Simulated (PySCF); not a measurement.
Correlation energy of Cu⁺ (copper, charge +1)

[Ar] 3d9 4p1, one real determinant (an excited configuration). Computed with PySCF 2.14 in aug-cc-pVTZ-PP with ECP10MDF (6s6p5d3f2g, 88 functions), with scalar relativity through the core potential. Frozen: 3s2 3p6; 10 electrons correlated.

```csv
level,correlation energy (mhartree)
CCSD,-348.80
(T),-10.60
CCSD(T),-359.40
```

Diagnostics: T1 = 0.013, D1 = 0.0433, largest double amplitude 0.026.

The real determinant used has ⟨L²⟩ near 8 against 12 for a pure F term, so it mixes terms.

Cost of the coupled-cluster step: about 70 core-seconds, for 10 correlated electrons.

The reference is one real determinant that mixes LS terms of this configuration.
